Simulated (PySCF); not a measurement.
PySCF input file for C₂H₃O₂, SMILES CC(=O)[O-], charge -1, HF/pcSseg-2. Geometry optimised at PBE0-D3(BJ)/def2-SVPD.

```python
import numpy as np
from pyscf import gto, scf, dft
from pyscf.prop.nmr import rhf as nmr

mol = gto.M(
    atom='''
    C    -1.33506087   -0.15650007   -0.00894139
    C     0.20585176    0.01772328    0.00032663
    O     0.88499483   -1.02899496   -0.09348883
    O     0.60524761    1.19970571    0.10300587
    H    -1.75542191    0.24792798    0.92561745
    H    -1.62401760   -1.21194034   -0.11560476
    H    -1.76724545    0.43098698   -0.83446039
    ''',
    basis='pcSseg-2',
    charge=-1,
    spin=0,
    max_memory=1600,
    verbose=3,
)
mf = scf.RHF(mol).density_fit(auxbasis='def2-universal-jkfit')
mf.conv_tol = 1e-10
mf.max_cycle = 100
mf.kernel()
n = nmr.NMR(mf)
n.verbose = 2
n.max_cycle_cphf = 60
sigma = n.kernel()
print('atom   isotropic/ppm   span/ppm')
for i, s in enumerate(sigma):
    w = np.linalg.eigvalsh((s + s.T) / 2)
    print(f'{mol.atom_symbol(i):2s}{i + 1:3d} {w.mean():14.3f} {w[2] - w[0]:11.3f}')
```

It prints:

```
converged SCF energy = -227.324645001897
atom   isotropic/ppm   span/ppm
C   1        163.874      61.879
C   2          8.338     168.106
O   3          5.641     456.050
O   4         29.143     456.420
H   5         30.364       5.898
H   6         30.785       7.879
H   7         30.378       5.995
```

The calculation finished and met its thresholds.
